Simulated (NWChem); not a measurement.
System: SiCl₂, singlet; SMILES Cl[Si]Cl

Here is an NWChem input.

```
start job
memory heap 200 mb stack 900 mb global 1100 mb
geometry units angstroms noautoz
  Si     0.000000     0.000000     0.932302
  Cl    -1.606640     0.000000    -0.384636
  Cl     1.606640     0.000000    -0.384636
end
basis spherical
  * library sto-3g
end
dft
  xc xpbe96 cpbe96
  iterations 150
  mulliken
end
task dft energy
```

Low-valent species are run as closed-shell singlets; no triplet was tried in these runs. Coordinates come from a PBE0-D3(BJ)/def2-TZVP optimisation.

Predict the main results of this run. (PBE/STO-3G.) Quantities: basis functions; energy (Ha); highest occupied level (eV); orbital gap (eV); dipole (D).


* **number of basis functions**: 27
* **energy (Ha)**: -1196.02
* **highest occupied level (eV)**: -4.42
* **orbital gap (eV)**: 3.43
* **dipole (D)**: 2.32
